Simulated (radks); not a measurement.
The mean radii <r> (bohr) of the occupied orbitals of an atom or ion are listed with their occupations. Calculated with a radial shooting solver on a logarithmic mesh with Libxc functionals: Dirac Kohn-Sham, PBE, spin-unpolarised, spherical densities, finite nucleus; Fermi nuclear charge, rms radius of each element as measured or else 0.836 A^(1/3) + 0.57 fm.

| orbital | occ. | <r> |
|---|---|---|
| 1s1/2 | 2 | 0.02409 |
| 2s1/2 | 2 | 0.1024 |
| 2p1/2 | 2 | 0.08586 |
| 2p3/2 | 4 | 0.09213 |
| 3s1/2 | 2 | 0.2678 |
| 3p1/2 | 2 | 0.2569 |
| 3p3/2 | 4 | 0.2684 |
| 3d3/2 | 4 | 0.2385 |
| 3d5/2 | 6 | 0.2421 |
| 4s1/2 | 2 | 0.5491 |

Name the element and its charge. Open shells, if any, fill j = l - 1/2 first.

Answer. Z = 59, praseodymium, charge +29: Pr29+ in [Ar] 3d10 4s2. The 1s radius gives Z: for a bare nucleus <r> = (2 gamma + 1)/(2Z) with gamma = sqrt(1 - (Z/c)^2), 0.02377 bohr for Z = 59, and screening makes it slightly larger (0.02409 here). The occupations add up to 30, and the charge is Z minus that.
